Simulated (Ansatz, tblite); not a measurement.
Spin states of the cluster Au2Se, each relaxed with r2SCAN-D4/def2-TZVP in Ansatz. Electronic energies in the gas phase.

In the def2 sets Au takes a core potential; there is no spin–orbit coupling. The xTB rows come from tblite. Correlated methods freeze 9 core orbitals; core or outer-core shells of Au, Se are correlated, in sets that lack core-valence functions. The structure comes from a short search, and lower isomers may exist.

Singlet geometry (C2v within 0.1 Å):

| atom | x (Å) | y (Å) | z (Å) |
| --- | --- | --- | --- |
| Au1 | 0.722 | -1.472 | -0.420 |
| Au2 | -0.790 | 0.743 | 1.299 |
| Se3 | 0.068 | 0.728 | -0.879 |

Triplet geometry (C2v within 0.1 Å):

```csv
atom,x (Å),y (Å),z (Å)
Au1,-0.456,0.235,2.051
Au2,0.758,0.433,-1.926
Se3,-0.302,-0.668,-0.125
```

Quintet geometry (C2v within 0.1 Å):

```xyz
3

Au    1.203    0.713   -0.566
Au   -0.727   -1.090   -0.749
Se   -0.476    0.376    1.315
```

⟨S²⟩: triplet 2.01 at PBE0-D4/def2-TZVP (pure 2.00), quintet 6.02 at PBE0-D4/def2-TZVP (pure 6.00).

Only these spin states were relaxed. The triplet has other bonds than the singlet, so the gap mixes isomer and spin.

Question: Estimate which spin state lies lowest at each of these levels, and by how much: GFN1-xTB; GFN2-xTB; PBE-D4/def2-TZVP; r2SCAN-D4/def2-TZVP; PBE0-D4/def2-TZVP; BHLYP-D4/def2-TZVP; PBE-QIDH/def2-TZVP; RPA@PBE/def2-TZVP.

Answer: 
| level | triplet − singlet (kJ/mol) | quintet − singlet (kJ/mol) | lowest of these |
| --- | --- | --- | --- |
| GFN1-xTB | 208.4 | 391.8 | singlet |
| GFN2-xTB | 274.3 | 574.3 | singlet |
| PBE-D4/def2-TZVP | 102.3 | 268.7 | singlet |
| r2SCAN-D4/def2-TZVP | 107.2 | 251.6 | singlet |
| PBE0-D4/def2-TZVP | 124.1 | 288.0 | singlet |
| BHLYP-D4/def2-TZVP | 135.3 | 305.5 | singlet |
| PBE-QIDH/def2-TZVP | 148.0 | 306.2 | singlet |
| RPA@PBE/def2-TZVP | 124.6 | 285.1 | singlet |

Change of the quintet − singlet gap on mixing in exact exchange, in kJ/mol: PBE to PBE0 (25 % exact exchange) 19.3. The xTB methods have no term that favours high spin, so they put low spin too low.
